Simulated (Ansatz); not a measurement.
The same atomization along the group N, As, Sb.

Gas-phase electronic energies from Ansatz, PBE0-D4/def2-TZVP geometries. CCSD(T)/CBS adds triple-zeta CCSD(T) − MP2 to the extrapolated MP2 energy (def2 sets, frozen cores). This one scheme is used for every species, atoms too. DFT in def2-TZVPP. Open shells (•) are unrestricted, without spin–orbit coupling. Spin–orbit coupling would lower the free atoms: a little for C. def2 core potentials past Kr. Bonds to As, Sb are less sure, by a few kJ/mol each and by 10 to 20 or more in all where they break to atoms, as the def2 sets lack core-valence functions. Scalar relativity is left out up to krypton.

```csv
reaction,B2PLYP (eV),ωB97M-V (eV),HF/CBS(def2) (eV),MP2/CBS(def2) (eV)
`CNC` → 2 C• + 7 H• + N•,37.46,37.87,27.56,37.90
`C[AsH]C` → 2 C• + 7 H• + As•,35.08,35.43,26.13,35.30
`[CH3][SbH][CH3]` → 2 C• + 7 H• + Sb•,34.13,34.47,25.28,34.40
```

(1) Give the CCSD(T)/CBS values in the same order. (Best estimate.)

Largest T1 diagnostic: 0.012, for `[CH3][SbH][CH3]`.

## Answers

(1) Computed: 37.74, 35.39, 34.59 eV.

For atomizations the MP2-based limit and the directly extrapolated one differ by several kJ/mol either way, and by 10 to 25 for some Ge, Se and Sn compounds, so smaller differences from it don't rank the levels.
